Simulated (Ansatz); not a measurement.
What each rung costs, and what it gives

Saddle point of SiH$_{4}$O$_{3}$, closed shell (SiH₂O₂ ([OH][Si][OH]) + H₂O → SiH₂O₂ ([OH][Si][OH]) + H₂O; bonds formed: Si1–O5, O2–H3; bonds broken: Si1–O2, H3–O5), PBE0-D4/def2-TZVP structure:

Si1  (-0.625, -0.355, 0.924)
O2  (0.236, -1.072, -0.620)
H3  (-0.249, -0.046, -0.998)
O4  (0.740, 0.346, 1.562)
O5  (-0.932, 0.845, -0.497)
H6  (-0.164, -1.867, -0.984)
H7  (1.526, 0.432, 1.016)
H8  (-0.532, 1.716, -0.402)
(Å)

Barriers are electronic and count from the start structure reached by relaxing down the imaginary mode.

Computed with Ansatz 0.2.0 (basis: as named in each row); correlated methods freeze the cores. B3LYP uses VWN-RPA correlation. Extrapolation: Hartree–Fock as exp(−7.88 √X), correlation as X^−2.97.

Times are rough, for one single point on 2 threads of a shared host (Arm Neoverse V1).

The estimate by CCSD(T) at an estimated basis limit (MP2 extrapolated from triple and quadruple zeta, plus CCSD(T) − MP2 in triple zeta) is 63.4 kJ/mol.

```csv
method,basis,time (s),barrier (kJ/mol),method less estimate
HF,STO-3G,under 1,24.5,-38.9
PBE-D4,STO-3G,under 1,-74.6,-138.0
SPW92,def2-SVP,under 1,7.5,-56.0
PBE-D4,def2-SVP,under 1,32.9,-30.5
B3LYP-D4,6-31G,under 1,27.6,-35.8
PBE0-D4,def2-SVP,1,42.6,-20.8
SPW92,def2-TZVPP,1,22.4,-41.1
PBE-D4,def2-TZVPP,2,45.5,-17.9
BLYP-D4,def2-TZVPP,2,56.2,-7.2
BHLYP-D4,def2-TZVPP,2,70.5,7.1
CCSD(T),def2-SVP,3,60.4,-3.0
PBE0-D4,def2-TZVPP,3,53.2,-10.2
B3LYP-D4,def2-TZVPP,3,60.7,-2.7
CAM-B3LYP-D4,def2-TZVPP,3,58.8,-4.6
r2SCAN-D4,def2-TZVPP,4,51.4,-12.0
wB97M-V,def2-SVP,4,49.6,-13.8
r2SCAN0-D4,def2-TZVPP,5,56.6,-6.9
B2PLYP,def2-TZVPP,5,61.2,-2.2
RPA on PBE,def2-TZVPP,5,61.6,-1.9
PBE-QIDH,def2-TZVPP,6,57.5,-5.9
wB97X-V,def2-TZVPP,8,60.6,-2.9
B97M-V,def2-TZVPP,8,66.9,3.4
wB97M-V,def2-TZVPP,9,61.6,-1.8
MP2,def2-QZVPP,18,57.9,-5.5
CCSD(T),def2-TZVPP,71,62.5,-0.9
```

All methods are single points on the PBE0-D4 structures; a negative value means that the method puts the saddle structure below the start.

No T1 diagnostic of these runs exceeds 0.014.

Labels in which every atom is bracketed show which atoms are joined, not bond orders.
